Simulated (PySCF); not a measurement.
C₆H₉FO (charge +1 and doublet state).
Structure used (GFN2-xTB), in Å, numbered top down from 1:
```xyz
17
C6H9FO angstrom
C      2.499   -0.530   -0.196
C      1.139   -0.311   -0.031
C      0.583    1.065   -0.100
C     -0.870    1.160    0.352
C     -1.630   -0.040   -0.206
F     -1.531   -0.019   -1.579
C     -0.999   -1.341    0.282
O      0.408   -1.370    0.168
H      3.176    0.284   -0.390
H      2.902   -1.528   -0.120
H      1.219    1.752    0.466
H      0.666    1.391   -1.148
H     -0.946    1.157    1.441
H     -1.314    2.086   -0.012
H     -2.696   -0.016    0.038
H     -1.258   -1.531    1.331
H     -1.355   -2.198   -0.305
```

The hyperfine couplings belong to this conformer and change with its torsions.

The species is `[CH2+][C]1CC[C@@H](F)CO1` [radical] (charge +1).

Method used: PySCF 2.14.0, UKS B3LYP, pcH-1 on C F H O, non-relativistic, mean-field spin-orbit, GIAO. Geometry: GFN2-xTB, one conformer, isolated ion. The geometry wasn't refined by DFT: couplings that depend on bond lengths, twists or pyramidal angles can differ widely from those at the functional's own minimum, by a factor of two or more for some ions and for spin on atoms past the first row. No stability test was run, so a lower SCF solution isn't excluded.

The largest Mulliken spin populations are on C1 (+0.74), O8 (+0.21) and C2 (+0.06). The angles at C1 add up to 360.0°, so it is planar; its axial dipolar tensor and the negative couplings of its protons fit spin in a p orbital normal to that plane.

**Question.** McConnell's relation a(H) = Q·ρ ties the coupling of a proton on a planar π carbon to the spin population of that carbon. What Q do the computed values give?

**Answer.** 
| H | C | ρ(C) | a(H) (G) | a/ρ (G) |
| --- | --- | --- | --- | --- |
| H9 | C1 | +0.738 | -17.39 | -23.6 |
| H10 | C1 | +0.738 | -16.98 | -23.0 |

These protons share one ρ (within 0.01), so their mean ratio, Q = -23.3 G, is no test of linearity. In McConnell's picture π spin on carbon polarises the C–H bond and leaves opposite spin at the proton, which makes Q negative, as found here.

Couplings in gauss use g_iso = 2.0038.

On Arm Neoverse V2, one thread (shared host), this took 66 s of wall time (with the writing of density and orbital grids) and 1.1 GiB of memory at its peak.

The SMILES draws the unpaired electron on C2; the largest computed Mulliken spin population is on C1 (0.74 against 0.06).
